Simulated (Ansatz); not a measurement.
Gas-phase electronic energies from Ansatz, PBE0-D4/def2-TZVP geometries. CCSD(T)/CBS is the MP2 limit (def2-TZVPP, def2-QZVPP) plus CCSD(T) − MP2 in def2-TZVPP, frozen cores. This one scheme is used for every species, atoms too. Functionals use def2-TZVPP. Open shells (•) are unrestricted, without spin–orbit coupling. Spin–orbit coupling would lower the free atoms: a little for C, O. Bonds to Mg are less sure, by a few kJ/mol each and by 10 to 20 or more in all where they break to atoms, as the def2 sets lack core-valence functions. Each species was taken in one conformer, which may not be the lowest.

Consider the atomization: `C[O][Mg][O]C` → 2 C• + 6 H• + Mg (atom) + 2 O•.

```csv
level,ΔE (kcal/mol)
revPBE-D4,949.6
PBE-QIDH,949.4
revPBE,938.1
HF/def2-QZVPP,690.7
```

(1) What does CCSD(T)/CBS give? (Best estimate.)

Largest T1 diagnostic among the species: 0.011.

## Answers

(1) Computed: +964.5 kcal/mol. The listed levels differ from it by -14.9, -15.1, -26.4, -273.8 kcal/mol.

From BLYP to BHLYP (50 % exact exchange), in def2-TZVPP and without D4, ΔE moves by −30.0 kcal/mol: exact exchange takes away binding that semilocal exchange gives to molecules. Leaving LDA and LC-ωPBE aside and taking each functional with its dispersion term where it has one, the values, not all of them listed here, spread over 50.9 kcal/mol, from BHLYP-D4 to PBE-D4. LDA lies +126.5 kcal/mol from PBE without D4, its usual overbinding.

For atomizations the MP2-based limit and the directly extrapolated one differ by several kJ/mol either way, and by 10 to 25 for some Ge, Se and Sn compounds, so smaller differences from it don't rank the levels.
